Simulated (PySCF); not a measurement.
Job file and geometry (Å, from GFN2-xTB) of an NMR shielding run on `c1ccc([SiH2]BF)cc1`, C$_{6}$H$_{8}$BFSi, GIAO PBE0/pcSseg-1 NMR shielding, non-relativistic, gas phase (PySCF); density fitting, a coarse starting grid and PySCF grid level 2 are the driver's defaults:

```
$ OMP_NUM_THREADS=1 python probes_run.py task.json out

{"job": {"kind": "nmr", "xc": "PBE0", "basis": "pcSseg-1"}, "charge": 0, "multiplicity": 1}
F      3.469701     1.684448     0.917333
B      3.042963     0.472070     0.630995
Si     1.889280     0.174511    -0.947755
C      0.089956    -0.028262    -0.374604
C     -0.443966    -1.287320    -0.117640
C     -1.746907    -1.436840     0.322329
C     -2.543079    -0.321389     0.521319
C     -2.028298     0.940069     0.274276
C     -0.725537     1.080802    -0.168880
H      3.396431    -0.349400     1.401861
H      1.887047     1.267970    -1.934282
H      2.219682    -1.048706    -1.701198
H      0.170838    -2.162737    -0.272466
H     -2.143769    -2.424388     0.510647
H     -3.561034    -0.434100     0.865315
H     -2.644482     1.814895     0.426665
H     -0.335819     2.070408    -0.363825
```

Problem. Write the output of this run.

Solution. 
```
coarse grid: 15272 points
cycle   1  E = -646.9665304668  dE =  1.263e+00  |g| = 5.236e-01  |ddm| = 3.991e+00
cycle   2  E = -646.9200467186  dE =  4.648e-02  |g| = 7.627e-01  |ddm| = 1.174e+00
cycle   3  E = -647.0244039624  dE = -1.044e-01  |g| = 7.094e-02  |ddm| = 6.317e-01
cycle   4  E = -647.0251750454  dE = -7.711e-04  |g| = 3.356e-02  |ddm| = 8.365e-02
cycle   5  E = -647.0254292715  dE = -2.542e-04  |g| = 4.704e-03  |ddm| = 4.032e-02
cycle   6  E = -647.0254330734  dE = -3.802e-06  |g| = 3.012e-03  |ddm| = 7.986e-03
final grid: 144968 points
cycle   7  E = -647.0813520171  dE = -4.154e-05  |g| = 8.433e-03  |ddm| = 4.306e-02
cycle   8  E = -647.0813308226  dE =  2.119e-05  |g| = 1.212e-02  |ddm| = 2.114e-02
cycle   9  E = -647.0813703651  dE = -3.954e-05  |g| = 1.847e-03  |ddm| = 1.311e-02
cycle  10  E = -647.0813713292  dE = -9.640e-07  |g| = 3.030e-04  |ddm| = 2.211e-03
cycle  11  E = -647.0813713510  dE = -2.189e-08  |g| = 8.889e-05  |ddm| = 3.668e-04
cycle  12  E = -647.0813713526  dE = -1.566e-09  |g| = 4.267e-05  |ddm| = 1.101e-04
cycle  13  E = -647.0813713530  dE = -4.113e-10  |g| = 1.131e-05  |ddm| = 5.169e-05
converged SCF energy = -647.0813713530

GIAO shielding tensors (ppm)
atom      isotropic    diamagn.    paramagn.     s11        s22        s33       span
  0 F      110.995     464.110    -353.115   -145.936    -69.909    548.828    694.764
  1 B       29.196     192.397    -163.201    -56.422     55.597     88.413    144.836
  2 Si     423.476     882.290    -458.814    382.460    435.001    452.966     70.505
  3 C       53.622     259.660    -206.038    -48.296     21.489    187.674    235.970
  4 C       44.140     252.766    -208.626    -72.679     36.432    168.667    241.346
  5 C       53.209     253.668    -200.459    -59.314     41.492    177.448    236.762
  6 C       51.766     254.500    -202.734    -60.120     35.603    179.814    239.935
  7 C       53.154     253.696    -200.542    -59.722     41.607    177.576    237.298
  8 C       44.591     253.294    -208.703    -73.474     36.153    171.095    244.570
  9 H       25.274      28.959      -3.686     22.763     24.383     28.674      5.911
 10 H       27.349      29.547      -2.198     24.064     25.955     32.028      7.963
 11 H       27.193      29.234      -2.041     23.397     26.439     31.742      8.345
 12 H       23.764      32.881      -9.116     19.758     22.920     28.614      8.856
 13 H       24.057      30.334      -6.277     20.752     24.309     27.110      6.359
 14 H       24.070      29.605      -5.535     20.869     24.478     26.864      5.995
 15 H       24.063      30.474      -6.411     20.685     24.358     27.148      6.463
 16 H       23.921      33.108      -9.187     19.816     22.981     28.966      9.150
```

Size and cost of the density-fitted run: 200 basis functions, 2.7 min wall time (110 s CPU) on 1 thread of an Intel Xeon, shared host; peak memory 0.88 GiB.
